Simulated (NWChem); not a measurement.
All runs are NWChem calculations. System: H$_{5}$AlS, charge 0, spin multiplicity 1, at a geometry optimised with PBE/def2-SVP. The structure started from a generated list of species. Level: G0W0@PBE0/def2-TZVPD, RI basis def2-tzvpd-rifit.

Job file:

```
start mol
memory heap 200 mb stack 700 mb global 1700 mb
geometry units angstroms nocenter noautoz
  Al     0.444460     1.294240     0.000000
  H     -0.247372     1.721225    -1.388211
  H     -0.247372     1.721225     1.388211
  H      2.016307     0.942374     0.000000
  S     -0.493334    -1.120732     0.000000
  H      0.296895    -1.639116    -0.983490
  H      0.296895    -1.639116     0.983490
  symmetry group Cs
end
basis spherical
  * library def2-tzvpd
end
basis "ri basis" bse spherical
  * library def2-tzvpd-rifit
end
dft
  xc pbe0
  iterations 100
  direct
  tolerances tight
end
task dft energy
gw
  states alpha occ 4 vir 2
end
task dft gw
```

Part of the output:

```
             Northwest Computational Chemistry Package (NWChem) 7.3.0
             --------------------------------------------------------

                                NWChem Input Module
                                -------------------

 Scaling coordinates for geometry "geometry" by  1.889725989
 (inverse scale =  0.529177249)

 Turning off AUTOSYM since
 SYMMETRY directive was detected!

                             Geometry "geometry" -> ""
                             -------------------------

 Output coordinates in angstroms (scale by  1.889725989 to convert to a.u.)

  No.       Tag          Charge          X              Y              Z
 ---- ---------------- ---------- -------------- -------------- --------------
    1 Al                  13.0000     0.44446000     1.29424000     0.00000000
    2 H                    1.0000    -0.24737200     1.72122500    -1.38821100
    3 H                    1.0000    -0.24737200     1.72122500     1.38821100
    4 H                    1.0000     2.01630700     0.94237400     0.00000000
    5 S                   16.0000    -0.49333400    -1.12073200     0.00000000
    6 H                    1.0000     0.29689500    -1.63911600    -0.98349000
    7 H                    1.0000     0.29689500    -1.63911600     0.98349000

 Effective nuclear repulsion energy (a.u.)      81.8419662258

            Nuclear Dipole moment (a.u.)
            ----------------------------
        X                 Y               Z
 ---------------- ---------------- ----------------
    -0.0000207870    -0.0000000000     0.0000000000

      Symmetry information
      --------------------

 Group name             Cs
 Group number              2
 Group order               2
 No. of unique centers     5

      Symmetry unique atoms

     1    2    4    5    6


 Summary of "ao basis" -> "" (spherical)
 ------------------------------------------------------------------------------
       Tag                 Description            Shells   Functions and Types
 ---------------- ------------------------------  ------  ---------------------
 *                         def2-tzvpd                 on all atoms
[...]
           0.000000000000           0.000000000000         411.038273762115

     Multipole analysis of the density
     ---------------------------------

     L   x y z        total         alpha         beta         nuclear
     -   - - -        -----         -----         ----         -------
     0   0 0 0      0.000000    -17.000000    -17.000000     34.000000

     1   1 0 0     -0.061149     -0.030564     -0.030564     -0.000021
     1   0 1 0     -1.415310     -0.707655     -0.707655     -0.000000
     1   0 0 1     -0.000000     -0.000000     -0.000000      0.000000

     2   2 0 0    -24.778725    -31.720085    -31.720085     38.661446
     2   1 1 0     -0.674583    -29.619438    -29.619438     58.564294
     2   1 0 1     -0.000000     -0.000000     -0.000000      0.000000
     2   0 2 0    -20.960717   -107.004600   -107.004600    193.048484
     2   0 1 1     -0.000000     -0.000000     -0.000000      0.000000
     2   0 0 2    -22.931299    -21.801675    -21.801675     20.672051

 Task  times  cpu:        9.4s     wall:        9.4s

                                NWChem Input Module
                                -------------------

                                 NWChem GW Module
                                 ----------------

                             ***********************
                             ***        GW       ***
                             ***********************

 Summary of "ri basis" -> "ri basis" (spherical)
 ------------------------------------------------------------------------------
       Tag                 Description            Shells   Functions and Types
 ---------------- ------------------------------  ------  ---------------------
 Al                     def2-tzvpd-rifit            33      129   10s8p7d6f2g
 H                      def2-tzvpd-rifit            10       24   5s3p2d
 S                      def2-tzvpd-rifit            33      129   10s8p7d6f2g

                 Memory Information
                 ------------------
          Available GA per process is          1699.9 MBs
          Available stack per process is        700.0 MBs
          Available heap per process is           0.0 MBs

          Peak memory in Initialization
              Peak GA per process is                  8.6 MBs
              Peak stack per process is               0.2 MBs
              Peak heap per process is                9.0 MBs
              Memory not in MA per process            0.0 MBs

          Peak memory in AFF Calculation
              Peak GA per process is                 43.2 MBs
              Peak stack per process is              30.2 MBs
              Peak heap per process is                0.0 MBs
              Memory not in MA per process           30.2 MBs

          Computing 2-center integrals
          Computing Inverse Cholesky factor
          Computing 3-center integrals
          Computing V_xc ...

          Computing Sigma_x
          Computing RPA polarizability
          Solving quasiparticle equations

                  Alpha Orbitals
          State     Energy (eV)     Error (eV)
          -----------------------------------
@GW        14        -13.302           0.005
@GW        15        -11.093           0.005
@GW        16        -10.139           0.005
@GW        17        -10.086           0.005
@GW        18          0.641           0.003
@GW        19          1.381           0.005

   Applying  -2.2704 eV scissor-shift to rest of particle states

   Applying   1.4752 eV scissor-shift to rest of hole states

     GW Timing Statistics
   ------------------------
   Init.   :          0.1s
     ERIs  :          0.8s
     Distr.:          0.0s
     Vxc   :          1.2s
   Sigma_x :          0.0s
   RPA     :          1.3s
   Wmn     :          0.0s
   Sigma_c :          0.0s
   GW total:          3.4s

 Task  times  cpu:        3.4s     wall:        3.4s

 Total times  cpu:       12.8s     wall:       12.8s
```
